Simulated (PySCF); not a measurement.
Species: N-methylbutanamide, C5H11NO.
Atom-mapped SMILES: `[CH3:1][CH2:2][CH2:3][C:4](=[O:5])[NH:6][CH3:7]` (hydrogens: H8, H9, H10 on C1; H11, H12 on C2; H13, H14 on C3; H15 on N6; H16, H17, H18 on C7)

Computed with PBE0-D3(BJ)/def2-SVP geometry optimisation, gas phase in PySCF.

Question: List the bond lengths, angles and torsions at this level.

Answer: 
| bond | length (pm) |
| --- | --- |
| C1–C2 | 152.0 |
| C2–C3 | 151.8 |
| C3–C4 | 152.0 |
| C4=O5 | 121.6 |
| C4–N6 | 136.3 |
| N6–C7 | 143.7 |
| C1–H8, C1–H9, C1–H10 | 110.2 |
| C2–H11, C2–H12 | 110.1 |
| C3–H13, C3–H14 | 110.5 |
| N6–H15 | 101.1 |
| C7–H16, C7–H17, C7–H18 | 110.1 |

Bonds in one row agree within 1 pm and their mean is given. A selection of angles:
| angle | degrees |
| --- | --- |
| C2–C1–H8 | 111.5 |
| H8–C1–H9 | 107.3 |
| C1–C2–C3 | 112.9 |
| C1–C2–H11 | 110.6 |
| C3–C2–H11 | 108.7 |
| H11–C2–H12 | 105.1 |
| C2–C3–C4 | 113.0 |
| C2–C3–H13 | 110.6 |
| C4–C3–H13 | 108.5 |
| H13–C3–H14 | 105.6 |
| C3–C4–O5 | 122.7 |
| C3–C4–N6 | 114.4 |
| O5–C4–N6 | 122.9 |
| C4–N6–C7 | 122.5 |
| C4–N6–H15 | 118.4 |
| C7–N6–H15 | 119.1 |
| N6–C7–H16 | 111.9 |
| N6–C7–H17 | 107.1 |
| H16–C7–H17 | 108.6 |
| H16–C7–H18 | 108.5 |

Dihedral angles: C1–C2–C3–C4 180° (antiperiplanar); C2–C3–C4–O5 0° (synperiplanar); C3–C4–N6–C7 180° (antiperiplanar).

The C–N distances run from 1.363 Å (C4–N6, drawn single) to 1.437 Å (N6–C7, drawn single), a spread of 0.074 Å. The 7 heavy atoms lie in one plane (0.003 Å rms). N6 (amide nitrogen) is planar (angles 122.5°, 119.1° and 118.4°, sum 360.0°, 0.00 Å off the plane of its three neighbours). Of the pairs four or more bonds apart, O5···H17 is among the closest relative to their van der Waals radii: 2.32 Å, 85 % of the sum of Bondi's values. All 3 C–C bonds measure 1.518 to 1.520 Å.

Point group: Cs (tolerance 0.08 Å). PBE0-D3(BJ)/def2-SVP frequencies: not computed here. One conformer, not necessarily the lowest.

Time: 49 s wall; peak memory 0.73 GiB. Hardware: one thread, Arm Neoverse V1 (aarch64), shared host. These figures are those of the optimisation.
